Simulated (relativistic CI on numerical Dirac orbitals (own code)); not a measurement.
# Eu48+: q coefficients and field-shift factors

Computed by Dirac-Coulomb-Breit CI, KLI orbitals optimised for each configuration, derivatives by finite differences, unscaled Slater integrals, QED left out (own radial code, finite nucleus).

Configurations in the expansion (outside the closed core [Ne]): 3s2 3p3, 3s 3p4, 3s2 3p2 3d, 3p5, 3s 3p3 3d, 3p4 3d, 3s2 3p 3d2, 3s2 3d3, 3s 3p 3d3, 3p3 3d2, 3p2 3d3. Double excitations out of closed p, d and f shells are left out; levels of such configurations are missing from the list, as are those of other unlisted configurations, and high levels can miss mixing partners.

With x = (α/α₀)² − 1 an excitation energy changes as ω = ω₀ + qx; K = 2q/ω₀ is the relative enhancement. Terms are leading LS components, so labels can repeat. The field-shift factor is F = δν/δ⟨r²⟩ for the transition from the lowest level.

Lowest level 3s2 3p3 2P°_3/2.

```csv
Level,ω₀ (cm⁻¹),q (cm⁻¹),K,F (GHz/fm²)
3s2 3p3 4S°_3/2,1239566,1.524e+06,2.46,-102
3s2 3p3 2D°_5/2,1321340,1.522e+06,2.3,-103
3s2 3p3 2P°_1/2,1421993,1.529e+06,2.15,-104
3s2 3p2 3d 2D_3/2,1525592,67800,0.0889,-5.71
3s2 3p2 3d 2D_5/2,1903706,441900,0.464,-80.4
3s 3p4 4P_5/2,2388269,1.659e+06,1.39,-2190
3s 3p4 2P_3/2,2579964,1.685e+06,1.31,-1770
3s 3p4 2S_1/2,2595796,1.718e+06,1.32,-2110
3s2 3p3 2P°_3/2,2674057,3.056e+06,2.29,-228
3s2 3p2 3d 4F_5/2,2764371,1.573e+06,1.14,-87.3
3s2 3p2 3d 4D_1/2,2785306,1.581e+06,1.14,-97.8
3s2 3p2 3d 4F_3/2,2786215,1.594e+06,1.14,-250
3s2 3p2 3d 2G_7/2,2844118,1.579e+06,1.11,-81.3
3s2 3p2 3d 2D_5/2,3050460,1.609e+06,1.05,-182
3s2 3p2 3d 4D_7/2,3071762,1.883e+06,1.23,-77.3
3s2 3p2 3d 4P_3/2,3107963,1.679e+06,1.08,-510
3s2 3p2 3d 2P_1/2,3112455,1.636e+06,1.05,-358
3s2 3p2 3d 2P_3/2,3138942,1.96e+06,1.25,-383
3s2 3p2 3d 2G_9/2,3156327,1.889e+06,1.2,-77.8
3s2 3p2 3d 2D_5/2,3167248,1.94e+06,1.23,-198
3s2 3p2 3d 2F_7/2,3327373,1.911e+06,1.15,-80.9
3s2 3p2 3d 2D_5/2,3341997,1.88e+06,1.13,-186
3s2 3p2 3d 2D_3/2,3384307,1.919e+06,1.13,-147
```

At this charge energies of transitions that change n are usually good to better than 1 %, and those within a shell (Δn = 0) to a few per cent.
